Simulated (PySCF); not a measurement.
Potential energy surface of O2Ti, singlet: symmetric bend, bond length relaxed. Scanned: O-Ti-O angle. Other coordinates (Ti-O bond length) were minimised at PBE0/def2-TZVP.

Calculation: PySCF with CCSD(T) on RHF/def2-TZVP, 7 core orbitals frozen.

Scanned values (°): 180, 170, 160, 150, 140, 130, 120, 110, 100, 90, 80.

Problem. Describe the profile: where are the wells and the tops?

Solution. Lower than their neighbours: 110° (0.0 mEh). Higher than their neighbours: 180° (63.7 mEh, end of the scan), 80° (54.4 mEh, end of the scan). The whole profile spans 63.7 mEh.
